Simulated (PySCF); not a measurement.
**Ionisation energy of N⁺ by level of theory**

N⁺ [He] 2s2 2p2 (3P) → N²⁺ [He] 2s2 2p1 (2P), as a difference of total energies. Calculation: PySCF 2.14, in aug-cc-pVDZ; no relativity, point nucleus. Correlated levels: valence: 1s2 frozen. The calculations carry no spin-orbit coupling.

```csv
method,ionisation energy (eV),difference from reference (eV)
UHF,29.225,-0.376
MP2 (valence),29.462,-0.139
SCS-MP2 (valence),29.358,-0.243
CCSD (valence),29.295,-0.306
CCSD(T) (valence),29.303,-0.298
CCSDT (valence),29.305,-0.296
FCI (valence),29.306,-0.295
```

Reference: 29.601 eV (semi-empirical (NIST evaluation); NIST Atomic Spectra Database, ionization energies).

Errors of the correlated levels include the incompleteness of this basis and the frozen core.
